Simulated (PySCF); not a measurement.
Br2, SMILES BrBr (connectivity only; charge and spin as stated), charge +1, multiplicity 2. Coordinates come from a PBE0-D3(BJ)/def2-TZVP optimisation. The spin state was assumed, not searched.

Method: PBE0-D3(BJ)/def2-TZVP in PySCF 2.14.0.

Harmonic wavenumbers (cm⁻¹): 383. Rotational constants (GHz): 2.634 (linear); symmetry number 2.

Task: Work out the zero-point energy and the ideal-gas rigid-rotor harmonic-oscillator thermochemistry at 298.15 K and 1 atm.

Result: ZPE = ½ Σ hcν = ½ × 383 cm⁻¹ = 2.29 kJ/mol. H − E(el) = 11.83 kJ/mol. Entropy in J/(mol K): translation 172.03, rotation 67.12, vibration 4.29, spin 5.76, total 249.20. G − E(el) = -62.47 kJ/mol. Cp = 35.40 J/(mol K).
